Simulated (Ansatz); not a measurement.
`N[Si@H](Cl)O[Si@@H](N)O` + H–F → `N[Si@H](F)O[Si@@H](N)O` + HCl  (ligand exchange at the Si–Cl bond)

Gas-phase electronic energies from Ansatz, PBE0-D4/def2-TZVP geometries. CCSD(T)/CBS is the MP2 limit (def2-TZVPP, def2-QZVPP) plus CCSD(T) − MP2 in def2-TZVPP, frozen cores. This one scheme is used for every species. DFT in def2-TZVPP. Each species was taken in one conformer, which may not be the lowest.

CCSD(T)/CBS gives -50.1 kJ/mol.

Task: Another level gave -44.0 kJ/mol. Which?
A. CCSD(T)/def2-TZVPP
B. PBE/def2-TZVPP
C. PBE-D4/def2-TZVPP
D. HF/def2-TZVPP

Result: C. PBE-D4 -44.0, CCSD(T)/def2-TZVPP -54.9, PBE -49.2, HF/def2-TZVPP -67.2 kJ/mol.

Largest T1 diagnostic among the species: 0.011.

In def2-TZVPP, CCSD(T) changes the Hartree–Fock value by +12.2 kJ/mol (the triples alone add +2.8 kJ/mol) and MP2 by +18.9 kJ/mol. The D4 term adds +8.5 kJ/mol with B3LYP and +4.8 kJ/mol with PBE0; it sums over pairs of atoms, weighted by their polarisabilities, and B3LYP, whose exchange is more repulsive, gets the larger term.

B3LYP here is the variant with VWN-RPA as its local correlation; programs differ in this.
